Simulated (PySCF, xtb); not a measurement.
C3H8MgO, SMILES C[CH]([Mg][OH])C.

xtb 6.7.1 with GFN2-xTB at its own geometry gives an orbital gap of 2.64 eV and a dipole moment of 3.08 D.

Geometry optimised at PBE-D3(BJ)/def2-SVP. The structure was generated by enumeration; whether it is a known compound was not checked. One conformer was computed; it need not be the lowest.

What does PySCF with r2SCAN/def2-TZVP give? (Estimate from the structure and the level; the computed values follow.)

gap 4.18 eV (levels -5.32 and -1.14 eV), dipole 0.64 D.
